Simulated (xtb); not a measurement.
Harmonic IR lines of one isomer of CH6O2Si, unscaled. Calculation: GFN2-xTB (xtb).

```json
[
 {"wavenumber (cm⁻¹)": "225", "relative intensity": "15"},
 {"wavenumber (cm⁻¹)": "294", "relative intensity": "57"},
 {"wavenumber (cm⁻¹)": "331", "relative intensity": "9.4"},
 {"wavenumber (cm⁻¹)": "518", "relative intensity": "25"},
 {"wavenumber (cm⁻¹)": "608", "relative intensity": "5.0"},
 {"wavenumber (cm⁻¹)": "667", "relative intensity": "8.2"},
 {"wavenumber (cm⁻¹)": "755", "relative intensity": "73"},
 {"wavenumber (cm⁻¹)": "784", "relative intensity": "87"},
 {"wavenumber (cm⁻¹)": "791", "relative intensity": "42"},
 {"wavenumber (cm⁻¹)": "891", "relative intensity": "64"},
 {"wavenumber (cm⁻¹)": "1057", "relative intensity": "20"},
 {"wavenumber (cm⁻¹)": "1130", "relative intensity": "12"},
 {"wavenumber (cm⁻¹)": "1271", "relative intensity": "6.5"},
 {"wavenumber (cm⁻¹)": "1337", "relative intensity": "17"},
 {"wavenumber (cm⁻¹)": "2255", "relative intensity": "100"},
 {"wavenumber (cm⁻¹)": "2356", "relative intensity": "68"},
 {"wavenumber (cm⁻¹)": "2840", "relative intensity": "26"},
 {"wavenumber (cm⁻¹)": "2998", "relative intensity": "9.0"},
 {"wavenumber (cm⁻¹)": "3661", "relative intensity": "4.1"}
]
```

**Question.** Say which structure gives these lines.
A) `OC(O)[SiH3]`
B) `C[SiH](O)O`
C) `OCO[SiH3]`
D) `OC[SiH2]O`

**Answer.** D, `OC[SiH2]O`
